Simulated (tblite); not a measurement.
C₄H₆NOS (charge -1).
Atom-mapped SMILES: `[CH3:1][C:2](=[O:3])[NH:4]/[CH:5]=[CH:6]/[S-:7]` (hydrogens: H8, H9, H10 on C1; H11 on N4; H12 on C5; H13 on C6)
Bond orders are those of one Lewis drawing.

Computed with GFN2-xTB (tblite), gas phase: Langevin dynamics at 300 K from the optimised GFN2-xTB geometry, time step 0.5 fs, friction 0.01 fs⁻¹, 2000 steps.

Start geometry:
```
atom  x, y, z in Å
C1     -2.244    0.250    0.055
C2     -1.056   -0.451   -0.609
O3     -1.209   -1.354   -1.427
N4      0.128    0.031   -0.197
C5      1.411   -0.376   -0.597
C6      2.513    0.206   -0.088
S7      4.120   -0.175   -0.468
H8     -2.205    0.123    1.137
H9     -2.231    1.316   -0.174
H10    -3.167   -0.183   -0.321
H11     0.124    0.778    0.486
H12     1.435   -1.169   -1.323
H13     2.378    1.006    0.646
```

The statistics below take the 31 frames saved every 25 fs from 250 to 1000 fs; their kinetic temperature (all 3N coordinates) averages 308 K.

Problem. How do the bond lengths spread?

Solution. 
```csv
bond,start (Å),mean (Å),standard deviation (Å),shortest (Å),longest (Å)
C1–C2,1.531,1.545,0.036,1.467,1.616
C2=O3,1.228,1.226,0.013,1.201,1.252
C2–N4,1.343,1.340,0.017,1.292,1.376
N4–C5,1.405,1.417,0.023,1.377,1.459
C5=C6,1.346,1.348,0.027,1.282,1.398
C6–S7,1.695,1.698,0.036,1.616,1.770
C1–H8,1.090,1.093,0.025,1.056,1.151
C1–H9,1.090,1.089,0.021,1.054,1.140
C1–H10,1.087,1.094,0.046,0.998,1.187
N4–H11,1.012,1.019,0.041,0.954,1.072
C5–H12,1.075,1.083,0.034,1.030,1.164
C6–H13,1.094,1.101,0.026,1.053,1.155
```

Problem. How far does each atom move about its mean position (frames aligned on the start, all atoms weighted alike), and what rms force does it feel?

Solution. 
```csv
atom,rms displacement (Å),rms force (eV/Å)
C1,0.08,1.85
C2,0.18,1.53
O3,0.43,1.09
N4,0.20,2.03
C5,0.16,2.04
C6,0.17,1.89
S7,0.29,1.13
H8,0.98,0.87
H9,0.99,0.83
H10,1.01,1.50
H11,0.34,1.66
H12,0.37,1.11
H13,0.42,0.82
```

The displacements run from 0.08 to 1.01 Å, the largest at H10.

Problem. Follow the torsions C1–C2–N4–C5 and C2–N4–C5–C6 through every second one of these frames.

Solution. 
```csv
t (fs),C1–C2–N4–C5 (°),C2–N4–C5–C6 (°)
250,-167,-176
300,174,174
350,-177,166
400,179,169
450,176,-179
500,-179,-160
550,161,-141
600,174,-147
650,166,-156
700,163,176
750,-179,158
800,173,171
850,-152,171
900,-167,169
950,-171,172
1000,-172,170
```

Largest departure from the start value over all these frames: C1–C2–N4–C5 28° (start 180°), C2–N4–C5–C6 39° (start 180°).

Problem. How widely does the potential energy scatter, against a harmonic estimate?

Solution. Mean 0.45 eV above the start, standard deviation 0.105 eV, range 0.25 to 0.61 eV. For 33 classical harmonic modes at 300 K the canonical values are 33kT/2 = 0.43 eV and kT·√(33/2) = 0.105 eV.

The run is classical and short, so these are rough statistics of one trajectory.

What follows is the cost of the whole dynamics run. Hardware: AMD EPYC 9R45, one thread, no GPU (shared host). Cost: 5.8 s of wall time, 0.18 GiB resident at most.
